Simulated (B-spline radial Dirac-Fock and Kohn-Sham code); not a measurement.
The L2-M23M23 Auger spectrum of Sb

System: the Sb atom, 1s2 2s2 2p6 3s2 3p6 3d10 4s2 4p6 4d10 5s2 5p3.

The run's input, task.json:

```json
{"items": [{
  "Z": 51,
  "q": 0,
  "cfg": [[1, 0, 2], [2, 0, 2], [2, 1, 6], [3, 0, 2], [3, 1, 6], [3, 2, 10], [4, 0, 2], [4, 1, 6], [4, 2, 10], [5, 0, 2], [5, 1, 3]],
  "A": 121,
  "rrms": 4.6802,
  "do": ["binding", "quiet", "double"]
}]}
```

Command: `python xray_run.py task.json out`

Calculated with a B-spline atomic structure program, using multi-electron Dirac-Fock with separately optimised hole states, Breit and Lamb-shift corrections added in first order. The two-hole levels come from diagonalising the Coulomb interaction among the jj configurations; intensities are independent-particle Coulomb rates. Kinetic energies are from the vacuum level. No correlation. Open outer shells are spectators and are not coupled to the holes.

| kinetic energy (eV) | J | leading jj holes (weight) | leading LS term (weight) | intensity (%) |
| --- | --- | --- | --- | --- |
| 2696.2 | 0 | M2M2 (0.99) | ³P0 (0.55) | 23.8 |
| 2746.4 | 2 | M2M3 (0.99) | ¹D2 (0.74) | 52.1 |
| 2752.8 | 1 | M2M3 (1.00) | ³P1 (1.00) | 23.6 |
| 2786.7 | 0 | M3M3 (0.99) | ¹S0 (0.55) | 0.2 |
| 2797.8 | 2 | M3M3 (0.99) | ³P2 (0.74) | 0.4 |

The strongest line, by its leading LS label ¹D2, lies at 2746.4 eV. The mean weight of the leading component is 0.99 in jj and 0.72 in LS coupling, so jj labels describe these levels better.
